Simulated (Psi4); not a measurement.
C$_{3}$H$_{6}$, charge +1, doublet, at a GFN2-xTB geometry (a state made from the parent by changing its charge; the spin is typed, not shown lowest); WB97X/STO-3G (Psi4).

Here is a job for Psi4.
```
memory 2 GB

molecule {
1 2
  C    -1.20737674    0.05679404   -0.23099301
  C     0.08149985    0.01376709    0.43060907
  C     1.30248053   -0.08335099   -0.14521574
  H    -1.90844225   -0.68637557    0.17911264
  H    -1.70998107    0.99470355    0.05610396
  H    -1.14667474   -0.07339176   -1.30958177
  H     0.04418095    0.06742610    1.52303029
  H     1.50139258    0.26564072   -1.15435202
  H     2.15990263   -0.49126387    0.37928506
}

set basis sto-3g
set reference uks

energy('wb97x')
print_variables()
```

Output, abridged:

```
   => Loading Basis Set <=

    Name: STO-3G
    Role: ORBITAL
    Keyword: BASIS

         ---------------------------------------------------------
                                   SCF
               by Justin Turney, Rob Parrish, Andy Simmonett
                          and Daniel G. A. Smith
                              UKS Reference
         ---------------------------------------------------------

  ==> Geometry <==

    Molecular point group: c1
    Full point group: C1

    Geometry (in Angstrom), charge = 1, multiplicity = 2:

       Center              X                  Y                   Z               Mass
    ------------   -----------------  -----------------  -----------------  -----------------
         C           -1.232380460832     0.058604841097    -0.238695064337    12.000000000000
         C            0.056496129168     0.015577891097     0.422907015663    12.000000000000
         C            1.277476809168    -0.081540188903    -0.152917794337    12.000000000000
         H           -1.933445970832    -0.684564768903     0.171410585663     1.007825032230
         H           -1.734984790832     0.996514351097     0.048401905663     1.007825032230
         H           -1.171678460832    -0.071580958903    -1.317283824337     1.007825032230
         H            0.019177229168     0.069236901097     1.515328235663     1.007825032230
         H            1.476388859168     0.267451521097    -1.162054074337     1.007825032230
         H            2.134898909168    -0.489453068903     0.371583005663     1.007825032230

  Running in c1 symmetry.

  Rotational constants: A =      1.62515  B =      0.30760  C =      0.27313 [cm^-1]
  Rotational constants: A =  48720.86773  B =   9221.58957  C =   8188.28473 [MHz]
  Nuclear repulsion =   70.908151972927683

  Charge       = 1
  Multiplicity = 2
  Electrons    = 23
  Nalpha       = 12
  Nbeta        = 11

  ==> Algorithm <==

  SCF Algorithm Type is DF.
  DIIS enabled.
  MOM disabled.
  Fractional occupation disabled.
  Guess Type is SAD.
  Energy threshold   = 1.00e-06
  Density threshold  = 1.00e-06
  Integral threshold = 1.00e-12

  ==> Primary Basis <==

  Basis Set: STO-3G
    Blend: STO-3G
    Number of shells: 15
    Number of basis functions: 21
    Number of Cartesian functions: 21
    Spherical Harmonics?: true
    Max angular momentum: 1

  ==> DFT Potential <==

   => LibXC <=

    Version 7.1.2
    S. Lehtola, C. Steigemann, M. J. T. Oliveira, and M. A. L. Marques,  SoftwareX 7, 1–5 (2018) (10.1016/j.softx.2017.11.002)

   => Composite Functional: WB97X <=

    wB97X Hyb-GGA Exchange-Correlation Functional

    J.-D. Chai and M. Head-Gordon,  J. Chem. Phys. 128, 084106 (2008) (10.1063/1.2834918)

    Deriv               =              1
    GGA                 =           TRUE
    Meta                =          FALSE

    Exchange Hybrid     =           TRUE
    MP2 Hybrid          =          FALSE

   => Exchange-Correlation Functionals <=

    1.0000   wB97X range-separated functional

   => Exact (HF) Exchange <=

    0.8423            HF,LR [omega = 0.3000]
    0.1577               HF

   => LibXC Density Thresholds  <==

    XC_HYB_GGA_XC_WB97X:  1.00E-14

   => Molecular Quadrature <=

    Radial Scheme          =       TREUTLER
    Pruning Scheme         =           NONE
    Nuclear Scheme         =       TREUTLER

    Blocking Scheme        =         OCTREE
    BS radius alpha        =              1
    Pruning alpha          =              1
    Radial Points          =             75
    Spherical Points       =            302
    Total Points           =         192834
    Total Blocks           =           1490
    Max Points             =            256
    Max Functions          =             21
    Weights Tolerance      =       1.00E-15

   => Loading Basis Set <=

    Name: (STO-3G AUX)
    Role: JKFIT
    Keyword: DF_BASIS_SCF

  ==> Integral Setup <==

[...]

  ==> Pre-Iterations <==

  SCF Guess: Superposition of Atomic Densities via on-the-fly atomic UHF (no occupation information).

   -------------------------
    Irrep   Nso     Nmo
   -------------------------
     A         21      21
   -------------------------
    Total      21      21
   -------------------------

  ==> Iterations <==

                           Total Energy        Delta E     RMS |[F,P]|

   @DF-UKS iter SAD:  -114.20257595144164   -1.14203e+02   0.00000e+00
   @DF-UKS iter   1:  -116.10403574533507   -1.90146e+00   1.12311e-02 DIIS/ADIIS
   @DF-UKS iter   2:  -116.13936915646406   -3.53334e-02   3.54179e-03 DIIS/ADIIS
   @DF-UKS iter   3:  -116.14370467269300   -4.33552e-03   6.77837e-04 DIIS/ADIIS
   @DF-UKS iter   4:  -116.14394480001494   -2.40127e-04   2.72113e-04 DIIS/ADIIS
   @DF-UKS iter   5:  -116.14403135061009   -8.65506e-05   1.20184e-04 DIIS/ADIIS
   @DF-UKS iter   6:  -116.14405298233665   -2.16317e-05   3.92757e-05 DIIS
   @DF-UKS iter   7:  -116.14405555652834   -2.57419e-06   1.81478e-05 DIIS
   @DF-UKS iter   8:  -116.14405611883828   -5.62310e-07   5.95042e-06 DIIS
   @DF-UKS iter   9:  -116.14405619672358   -7.78853e-08   1.61505e-06 DIIS
   @DF-UKS iter  10:  -116.14405620202159   -5.29801e-09   3.38497e-07 DIIS
  Energy and wave function converged.

  ==> Post-Iterations <==

   Electrons on quadrature grid:
      Nalpha   =   11.9999925605 ; deviation = -7.439e-06
      Nbeta    =   10.9999927628 ; deviation = -7.237e-06
      Ntotal   =   22.9999853233 ; deviation = -1.468e-05

   @Spin Contamination Metric:   3.526929258E-03
   @S^2 Expected:                7.500000000E-01
   @S^2 Observed:                7.535269293E-01
   @S   Expected:                5.000000000E-01
   @S   Observed:                5.000000000E-01

    Orbital Energies [Eh]
    ---------------------

    Alpha Occupied:

[...]
    Alpha Virtual:

[...]
    Beta Occupied:

[...]
    Beta Virtual:

[...]
      21A      0.492230

    Final Occupation by Irrep:
              A
    DOCC [    11 ]
    SOCC [     1 ]
    NA   [    12 ]
    NB   [    11 ]

  @DF-UKS Final Energy:  -116.14405620202159

   => Energetics <=

    Nuclear Repulsion Energy =             70.9081519729276835
    One-Electron Energy =                -288.5571732485170742
    Two-Electron Energy =                 113.8076021581630215
    DFT Exchange-Correlation Energy =     -12.3026370845952098
    Empirical Dispersion Energy =           0.0000000000000000
    VV10 Nonlocal Energy =                  0.0000000000000000
    Total Energy =                       -116.1440562020215879

  UHF NO Occupations:
  HONO-2 :   10  A 1.9996550
  HONO-1 :   11  A 1.9988787
  HONO-0 :   12  A 1.0000000
  LUNO+0 :   13  A 0.0011213
  LUNO+1 :   14  A 0.0003450
  LUNO+2 :   15  A 0.0001013
  LUNO+3 :   16  A 0.0000887

Computation Completed

Properties will be evaluated at   0.000000,   0.000000,   0.000000 [a0]

Properties computed using the SCF density matrix

 Multipole Moments:

 ------------------------------------------------------------------------------------
     Multipole            Electronic (a.u.)      Nuclear  (a.u.)        Total (a.u.)
 ------------------------------------------------------------------------------------

 L = 1.  Multiply by 2.5417464519 to convert [e a0] to [Debye]
 Dipole X            :          1.5741290           -1.1340045            0.4401245
 Dipole Y            :         -0.0764557            0.0821261            0.0056704
 Dipole Z            :          0.5436160           -0.3493144            0.1943016
 Magnitude           :                                                    0.4811391

 ------------------------------------------------------------------------------------

  Variable Map:
  ----------------------------------------------------------------------------
[...]
  Array Variable Map:
  ----------------------------------------------------------------------------
[...]
[...]
```
